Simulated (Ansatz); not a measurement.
This geometry of CH$_{7}$N$_{3}$Si (12 atoms, charge 0, multiplicity 1) is a first-order saddle point.

The calculation used RKS B3LYP-D4/def2-SVP (Ansatz).

```xyz
12
Properties=species:S:1:pos:R:3
N -0.801 1.351 -0.119
C 0.093 0.238 0.101
N 1.276 0.526 0.886
N 0.362 -0.537 -1.144
Si -0.696 -1.446 -0.073
H -0.253 2.132 -0.496
H -1.141 1.686 0.784
H 1.419 -0.153 1.630
H 2.098 0.471 0.281
H -0.013 -0.099 -1.985
H -2.151 -1.542 -0.338
H -0.115 -2.682 0.509
```

(1) Which two structures does it join? (They come from a converged band through this point; their orientation in space is the band's.)

(2) How far does it lie above each of them?

Answers

(1) No bond is made or broken. The dihedral Si5–C2–N3–H8 goes from 18 to -80°.

Image 0:

```xyz
12
Properties=species:S:1:pos:R:3
N -0.711 1.346 -0.222
C 0.091 0.199 0.124
N 1.193 0.491 1.005
N 0.368 -0.683 -1.043
Si -0.802 -1.440 0.023
H -0.140 2.014 -0.752
H -0.985 1.832 0.633
H 1.621 -0.367 1.350
H 1.928 0.974 0.475
H 0.125 -0.298 -1.956
H -2.254 -1.430 -0.284
H -0.356 -2.695 0.681
```

Image 6:

```xyz
12
Properties=species:S:1:pos:R:3
N -0.768 1.346 -0.022
C 0.140 0.229 0.042
N 1.420 0.550 0.624
N 0.288 -0.535 -1.203
Si -0.709 -1.458 -0.091
H -0.229 2.183 -0.263
H -1.193 1.527 0.886
H 1.369 0.619 1.640
H 2.109 -0.159 0.382
H -0.060 -0.068 -2.039
H -2.179 -1.552 -0.293
H -0.112 -2.737 0.371
```

(2) 2.2 kJ/mol above the first and 6.4 kJ/mol above the second. This is the barrier of this one path; another mechanism may lie lower.

Time of the run: 2.6 min on 2 threads of Arm Neoverse N1, with other jobs on the host, peak memory 0.24 GiB.
